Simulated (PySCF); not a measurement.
Species: C₅H₅O₂ (charge -1).
SMILES: `O=C([O-])C=C1CC1`

A PySCF run (density fitting, gas phase, GFN2-xTB geometry) gave HOMO -1.06 eV, LUMO 4.06 eV.

Problem. Which of these levels was it?
A. PBE0/pcSseg-1
B. OLYP/MINI
C. B3LYP/6-31G-J

Solution. A. It is PBE0/pcSseg-1. All candidates on this geometry:

| level and settings | kind | basis functions | SCF cycles | E (Eh) | HOMO (eV) | LUMO (eV) |
| --- | --- | --- | --- | --- | --- | --- |
| OLYP/MINI | GGA | 40 | 17 | -341.1554 | 1.68 | 2.54 |
| B3LYP/6-31G-J | global hybrid | 104 | 16 | -343.9193 | -0.33 | 4.38 |
| PBE0/pcSseg-1 | global hybrid | 144 | 14 | -343.5519 | -1.06 | 4.06 |

The nearest other candidate, by the summed differences of HOMO and LUMO, is B3LYP/6-31G-J: its HOMO differs by +0.73 eV and its LUMO by +0.32 eV. Cycle counts include a coarse-grid stage where the run had one. The HOMO energy is positive at OLYP/MINI; such an orbital is held in place by the finite basis.

Conformer computed: `[O:1]=[C:2]([O-:3])[CH:4]=[C:5]1[CH2:6][CH2:7]1`: O1–C2–C4–C5 0°.
